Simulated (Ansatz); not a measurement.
C2H6GeTe (`C=[C]([GeH3])[TeH]`) at its PBE0-D4/def2-TZVP geometry, where that method's forces vanish. The species carries charge 0 and has multiplicity 1. Te takes the def2 core potential.

```xyz
10

C    -1.0501    0.3488    1.3201
C    -0.0247    0.3452    0.4731
Ge   -0.0583   -0.6863   -1.1753
Te    1.6412    1.5822    0.8317
H    -1.0550    0.9168    2.2470
H    -1.9457   -0.2319    1.1130
H    -0.0310    0.2598   -2.3851
H    -1.3396   -1.5385   -1.1894
H     1.1811   -1.5950   -1.2297
H     2.6819    0.5989   -0.0056
```

Q: What forces (eV/Å) does B3LYP-D4/def2-TZVPP give on these atoms in the Gaussian-basis code of Ansatz? (An estimate is asked.)

A: Computed: 
```
C1  -0.113 -0.014  0.072
C2  -0.165 -0.064  0.053
Ge3 -0.022 -0.114 -0.149
Te4  0.204  0.232  0.102
H5  -0.015 -0.047 -0.061
H6   0.054  0.050  0.036
H7   0.001 -0.003 -0.003
H8   0.000 -0.003 -0.007
H9  -0.003  0.003 -0.004
H10  0.060 -0.040 -0.039
```

B3LYP here is the variant with VWN-RPA as its local correlation; programs differ in this.
